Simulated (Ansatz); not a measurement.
Consider the substitution at a C–O bond: `N[SiH2]C(O)Cl` + HCl → `N[SiH2]C(Cl)Cl` + H₂O.

Computed with Ansatz on PBE0-D4/def2-TZVP structures; ΔE is electronic, products minus reactants. CCSD(T)/CBS adds triple-zeta CCSD(T) − MP2 to the extrapolated MP2 energy (def2 sets, frozen cores). This one scheme is used for every species. Functionals use def2-TZVPP. Each species was taken in one conformer, which may not be the lowest.

**Question.** Is it downhill or uphill in electronic energy at CCSD(T)/CBS, and by how much? (Best estimate.)

**Answer.** The calculation gave: Downhill: ΔE = -10.6 kJ/mol.

**Question.** What do these levels give: PBE-D4, PBE0-D4, r2SCAN, MP2/def2-TZVPP, CCSD/def2-TZVPP, CCSD(T)/def2-TZVPP? (Estimate.)

**Answer.** Computed: PBE-D4 2.9, PBE0-D4 -0.4, r2SCAN 4.2, MP2/def2-TZVPP -10.8, CCSD/def2-TZVPP -2.4, CCSD(T)/def2-TZVPP -2.1 kJ/mol.

Largest T1 diagnostic among the species: 0.012.

From PBE to PBE0 (25 % exact exchange), in def2-TZVPP and without D4, ΔE moves by −3.3 kJ/mol.
